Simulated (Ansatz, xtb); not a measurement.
**Two structures of BFGa2O**

Structure I is a singlet given by its coordinates and structure II is a singlet given by its coordinates. Both are isolated molecules in the gas phase, relaxed with B3LYP-D3(BJ)/def2-SVP.

I (Å):

| atom | x (Å) | y (Å) | z (Å) |
| --- | --- | --- | --- |
| B | -0.6048 | 1.2689 | 1.4507 |
| F | 1.6956 | -0.1490 | -1.2928 |
| Ga | -0.1523 | 0.5538 | -1.6564 |
| Ga | 2.2243 | -0.0397 | 0.6434 |
| O | 0.1576 | 0.7984 | 0.5405 |

Close contacts (Å): B1–O5 1.28, F2–Ga3 2.01, F2–Ga4 2.01, Ga3–O5 2.23, Ga4–O5 2.23.

II (Å):

```
atom    x (Å)    y (Å)    z (Å)
   B  -0.3418   0.9216   0.6273
   F  -1.2809   1.8805   0.7604
  Ga  -1.4315  -1.8010  -0.6085
  Ga   1.8528   1.0137   1.1619
   O  -0.7207  -0.2637   0.1116
```

Close contacts (Å): B1–F2 1.35, B1–Ga4 2.26, B1–O5 1.35, Ga3–O5 1.84.

Task: Estimate E(II) − E(I) at the level CCSD(T)/def2-SVP + ΔMP2/def2-TZVPP.

Result: Calculated at CCSD(T)/def2-SVP + ΔMP2/def2-TZVPP: E(II) − E(I) = −21.3 kJ/mol, so structure II lies lower.

The same difference at several levels:

```
                             level               geometry  E(II) − E(I) (kJ/mol)  departure from the last row (kJ/mol)  job, with rough time for the two
             B3LYP-D3(BJ)/def2-SVP  B3LYP-D3(BJ)/def2-SVP                   −27.1                                  −5.7               optimisation, 6 min
                       HF/def2-SVP  B3LYP-D3(BJ)/def2-SVP                   −22.6                                  −1.2           part of the CCSD(T) run
                      MP2/def2-SVP  B3LYP-D3(BJ)/def2-SVP                   −22.7                                  −1.3           part of the CCSD(T) run
                  CCSD(T)/def2-SVP  B3LYP-D3(BJ)/def2-SVP                   −13.7                                  +7.6                      single point
CCSD(T)/def2-SVP + ΔMP2/def2-TZVPP  B3LYP-D3(BJ)/def2-SVP                   −21.3                                                   single point, 2.7 min
```

The levels shown agree on the order. The largest departure from CCSD(T)/def2-SVP + ΔMP2/def2-TZVPP is that of CCSD(T)/def2-SVP, 7.6 kJ/mol. Levels run at GFN2-xTB geometries aren't shown. The last row adds to CCSD(T) the change of the MP2 difference between the two basis sets, here −7.6 kJ/mol.

With harmonic frequencies from B3LYP-D3(BJ)/def2-SVP (ideal gas, rigid rotor, one conformer each, 298.15 K, 1 atm): on the last row, ΔE + ΔZPE = −14.9 kJ/mol. A mode under 50 cm⁻¹ makes harmonic enthalpies and free energies unreliable, so none is given.

The correlated steps freeze 21 core orbitals; the filled d shell of Ga is correlated, in a basis made for valence electrons. Codes used: Ansatz 0.2.0; the last row on 1 thread of AMD EPYC (Zen 3) on a shared host.
